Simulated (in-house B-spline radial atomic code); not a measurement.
Tm+ is squeezed into an impenetrable sphere of radius R (the orbitals vanish at R). Computed with an all-electron radial atomic-structure program (B-spline basis): scalar-relativistic (X2C) Hartree-Fock, spin-polarised, averaged over the determinants with the given up and down occupations, Fermi nucleus of rms radius 5.2256 fm.

Energies in eV above the free ion in [Xe] 4f13 6s1:

```json
{"R (bohr)": "8.9", "highest level (eV)": "-11.2", "[Xe] 4f13 6s1": "0.03957", "[Xe] 4f13 6f1": "17.84", "[Kr] 4d10 4f14 5s2 5p5 6s1": "29.26"}
{"R (bohr)": "5.68", "highest level (eV)": "-9.72", "[Xe] 4f13 6s1": "1.52", "[Xe] 4f13 6f1": "37.53", "[Kr] 4d10 4f14 5s2 5p5 6s1": "30.77"}
{"R (bohr)": "5.45", "highest level (eV)": "-9.31", "[Xe] 4f13 6s1": "1.948", "[Xe] 4f13 6f1": "40.51", "[Kr] 4d10 4f14 5s2 5p5 6s1": "31.21"}
{"R (bohr)": "4.29", "highest level (eV)": "-4.4", "[Xe] 4f13 6s1": "7.221", "[Xe] 4f13 6f1": "64.39", "[Kr] 4d10 4f14 5s2 5p5 6s1": "36.66"}
{"R (bohr)": "3.85", "highest level (eV)": "0.217", "[Xe] 4f13 6s1": "12.61", "[Xe] 4f13 6f1": "80.6", "[Kr] 4d10 4f14 5s2 5p5 6s1": "42.26"}
{"R (bohr)": "3.11", "highest level (eV)": "18.3", "[Xe] 4f13 6s1": "37.7", "[Xe] 4f13 6f1": "131.9", "[Kr] 4d10 4f14 5s2 5p5 6s1": "68.06"}
{"R (bohr)": "2.6", "highest level (eV)": "50.4", "[Xe] 4f13 6s1": "94.2", "[Xe] 4f13 6f1": "215", "[Kr] 4d10 4f14 5s2 5p5 6s1": "125"}
{"R (bohr)": "2.04", "highest level (eV)": "142", "[Xe] 4f13 6s1": "311.6", "[Xe] 4f13 6f1": "472.1", "[Kr] 4d10 4f14 5s2 5p5 6s1": "339.1"}
{"R (bohr)": "1.99", "highest level (eV)": "157", "[Xe] 4f13 6s1": "350.6", "[Xe] 4f13 6f1": "515.2", "[Kr] 4d10 4f14 5s2 5p5 6s1": "377.2"}
{"R (bohr)": "1.41", "highest level (eV)": "525", "[Xe] 4f13 6s1": "1666", "[Xe] 4f13 6f1": "1864", "[Kr] 4d10 4f14 5s2 5p5 6s1": "1640"}
```

Question: Does [Xe] 4f13 6f1 fall below [Xe] 4f13 6s1 under compression?

Answer: No, it stays above over the whole range.

Question: Does [Kr] 4d10 4f14 5s2 5p5 6s1 fall below [Xe] 4f13 6s1 under compression?

Answer: Yes, between R = 1.99 and 1.41 bohr the order changes (near 1.7 bohr by linear interpolation).

The highest level is first positive in the row R = 3.85 bohr, pushed up by confinement above the zero of the free ion's potential. Each configuration is held fixed and needn't be the lowest in the sphere.
